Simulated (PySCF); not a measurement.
# Löwdin shares of the frontier orbitals

C2H7ClOSi.
Geometry (PBE0-D3(BJ)/def2-SVP, Å), atoms numbered from 1 in this order:
```xyz
12
C2H7ClOSi angstrom
C      1.5423    0.3787   -0.1760
C      0.2749    1.1933   -0.0391
Cl     0.1424    2.3920   -1.4028
Si    -1.3462    0.2080   -0.1132
O     -2.6316    1.2597   -0.1280
H      1.5382   -0.2150   -1.1026
H      1.6308   -0.3152    0.6761
H      2.4356    1.0213   -0.1856
H      0.2987    1.8087    0.8736
H     -1.2749   -0.6517   -1.3342
H     -1.4940   -0.6368    1.1051
H     -2.5175    1.9929   -0.7444
```

Computed with PySCF, TDDFT PBE0/def2-SVPD, vertical, gas phase, core orbitals frozen in the response.

Kohn–Sham orbitals with the atoms that hold most of them (Löwdin shares over 4%, at most four atoms; ? is withheld):

```csv
orbital,ε (eV),atoms
LUMO+2,0.54,"Cl3 18%, C1 17%, Si4 15%, H7 12%"
LUMO+1,0.38,"Si4 26%, Cl3 20%, O5 15%, C2 10%"
LUMO,-0.15,?
HOMO,-8.15,"Cl3 39%, C2 23%, Si4 13%, O5 8%"
HOMO-1,-8.85,?
HOMO-2,-8.99,"O5 36%, Si4 22%, H10 17%, Cl3 10%"
HOMO-3,-9.74,"Cl3 32%, O5 27%, C2 10%, Si4 9%"
```

(1) Give the leading atoms of the HOMO-1.

(2) Give the leading atoms of the LUMO.

(3) How does S1 compare with the orbital gap of 8.00 eV?

(4) One configuration dominates each of S1, S2 and S3. Which, and how do the shares of the two leading atoms of either orbital change from the occupied to the empty one?

## Answers

(1) Cl3 (bonded to C) 76%; C2 (bonded to C, Cl, Si and H) 10%; C1 (bonded to C and 3 H) 6%. By element: chlorine 76%, carbon 16%.

(2) Cl3 (bonded to C) 36%; C2 (bonded to C, Cl, Si and H) 18%; Si4 (bonded to C, O and 2 H) 15%; O5 (bonded to Si and H) 6%.

(3) S1 is at 6.53 eV (f = 0.017), 1.47 eV below the gap, made of HOMO→LUMO (90%). Without the coupling terms of the response equations the lowest excitation would equal the gap.

(4) 
- S1 (6.53 eV, f 0.017), HOMO→LUMO (90%): Cl3 39% → 36%, C2 23% → 18%
- S2 (7.14 eV, f 0.0052), HOMO-1→LUMO (86%): Cl3 76% → 36%, C2 10% → 18%
- S3 (7.19 eV, f 0.0017), HOMO→LUMO+1 (78%): Cl3 39% → 20%, C2 23% → 10%, Si4 13% → 26%

One conformer stands for the species.
